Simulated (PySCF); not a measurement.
These are PBE-D3(BJ)/def2-TZVP // M06-2X/def2-TZVP run with PySCF 2.14.0 values and carry that method's errors. All species are isolated molecules in the gas phase. One relaxed conformer stands for a flexible species; it need not be the lowest. Delta-SCF ions had no search for a lower state. Excitations are Tamm–Dancoff values on a coarser integration grid. The basis has no diffuse functions, so Rydberg states are missing or too high.

Reference species (SMILES): `B/C(C)=C/C` (neutral, multiplicity 1).

```yaml
HOMO–LUMO gap: 3.85 eV
vertical ionisation energy (Delta-SCF): 9.53 eV
S1 oscillator strength: 0.001
brightest of the four lowest singlets (TDA): 5.37 eV
```

Changed species: `B/C(C)=C\C`.

Problem. Predict the effect on the HOMO–LUMO gap, vertical ionisation energy (Delta-SCF), S1 oscillator strength and brightest of the four lowest singlets (TDA).

Solution. the HOMO–LUMO gap drops by 0.22 eV, to 3.63 eV; the vertical ionisation energy (Delta-SCF) decreases by 0.14 eV, to 9.39 eV; the S1 oscillator strength is nearly the same; the brightest of the four lowest singlets (TDA) decreases by 0.44 eV, to 4.93 eV.
